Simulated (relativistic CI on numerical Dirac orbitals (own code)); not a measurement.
**Hyperfine structure of Re20+, mass number 187**

Calculated at this level of theory: Dirac-Coulomb-Breit CI, separate exchange-only KLI orbitals for each configuration, a model potential for QED, unscaled Slater integrals (own radial code, finite nucleus).

Configurations in the expansion (outside the closed core [Ar] 3d10 4d10): 4s2 4p6 4f9, 4s2 4p6 4f8 5s, 4s2 4p6 4f7 5s2, 4s2 4p6 4f8 6s, 4s2 4p5 4f10, 4s 4p6 4f10, 4p6 4f11. Levels of other configurations are missing.

Nuclear spin I = 5/2, μ = 3.209 μN, Q = 1.94 b (tables of Stone and Pyykkö). The electronic factors are computed for point nuclear moments, without core polarisation or the Bohr-Weisskopf and QED corrections.

```csv
Level,E (cm⁻¹),A (MHz),B (MHz)
4s2 4p6 4f9 6H°_15/2,0.0,2267,7790
4s2 4p6 4f9 6H°_13/2,14186.5,2300,6360
4s2 4p6 4f9 6H°_9/2,27583.3,2694,4460
4s2 4p6 4f9 6F°_7/2,32760.3,2633,3420
4s2 4p6 4f9 6H°_5/2,35374.5,4845,4120
4s2 4p6 4f9 6F°_3/2,37005.8,2758,-975
4s2 4p6 4f9 6F°_5/2,37753.8,2256,1140
4s2 4p6 4f9 6F°_1/2,41001.7,8365,
```

Levels with J = 0, under 50 % of one LS term, or S terms without an open s electron are left out. Small factors come from cancelling terms and can be off by tens of per cent or more.

At this charge energies of transitions that change n are usually good to better than 1 %, and those within a shell (Δn = 0) to a few per cent. Terms inside the open d or f shell come out 10 to 20 % too wide with unscaled integrals.

Task: Give the hyperfine levels of 4s2 4p6 4f9 6H°_5/2 relative to its centre of gravity.

Result: With K = F(F + 1) − I(I + 1) − J(J + 1), E = AK/2 + B[¾K(K + 1) − I(I + 1)J(J + 1)]/[2I(2I − 1)J(2J − 1)]: F = 0: -39510, F = 1: -35660, F = 2: -27570, F = 3: -14520, F = 4: 4615, F = 5: 31310 MHz.

LS names give the leading component of a level, which can be under half, so a name can repeat, a term be missing and a line seem to break the LS rules.
